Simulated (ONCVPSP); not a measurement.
**Potentials for antimony compared**

Generated with ld1.x 7.5 (TM, RRKJ, ultrasoft, PAW), atompaw 4.2 or ONCVPSP 4.0.1. The cutoff is in Ry: for ld1.x and atompaw files where the sum of valence levels is converged to 10 mRy in a Bessel basis, for ONCV files where the hardest occupied wave has 1 mHa per electron of residual kinetic energy. The error is the largest all-electron minus pseudo excitation energy over each file’s own four to seven test configurations (ionisations up to +4, promotions, holes and added fractions of an electron), all of which were solved. The labels leave out finer settings (local radius, basis sizes, second energies), which also bear on the numbers. Spin-polarised tests are not counted. The rows are a selection from randomly drawn settings: files with unsolved tests, undetermined cutoffs or missed reference levels are left out.

A true bound ghost makes a file unfit for plane-wave use even where its test errors are small: the radial tests pick states by their node count and pass the ghost by.

```csv
potential,cutoff (Ry),largest error (meV),bound ghosts
"ONCV, LDA (Perdew-Zunger), scalar-relativistic, rc 1.95/2.10 (sp), local smoothed, core correction yes, reference 5s2 5p2.5, qcut 3.8/3.1, projectors 2/2",19,+63,none
"ONCV, PBE, fully relativistic, rc 1.80/1.20/1.35/1.35 (spdf), local smoothed, core correction yes, reference 4p6 4d10 5s2 5p1.5, qcut 3.4/9.1/9.5/9.2, projectors 2/2/2/2",75,-1.6,s
"ONCV, PBE, scalar-relativistic, rc 1.75/2.30/1.05 (spd), local smoothed, core correction yes, reference 4d10 5s2 5p1, qcut 2.9/3.8/8.5, projectors 3/2/3",240,-20,"p, d, s"
"ONCV, PBE, scalar-relativistic, rc 1.30/1.20/1.35 (spd), local smoothed, core correction yes, reference 4s2 4p6 4d10 5s2 5p2.5, qcut 11.2/11.6/9.3, projectors 2/2/1",96,+7.8,none
```

(1) Fill in the row for Sb: ONCV, PBE, fully relativistic, rc 2.00/2.10/2.00 (spd), local d, core correction yes, reference 5s2 5p2, qcut 2.9/4.2/5.5, projectors 3/2/0.

(2) Fill in the row for Sb: ONCV, PBE, fully relativistic, rc 1.65/1.05/1.10 (spd), local smoothed, core correction yes, reference 4p6 4d10 5s2, qcut 3.5/10.6/8.4, projectors 3/3/2.

(3) Fill in the row for Sb: ONCV, PBE, scalar-relativistic, rc 1.45/1.35/1.35 (spd), local smoothed, core correction no, reference 4s2 4p6 4d10 5s2 5p2, qcut 10.3/12.2/11.2, projectors 2/3/3.

Results:

(1) cutoff 50 Ry, largest error -261 meV, bound ghosts: none.

(2) cutoff 221 Ry, largest error -30 meV, bound ghosts: s.

(3) cutoff 90 Ry, largest error +9.9 meV, bound ghosts: none.
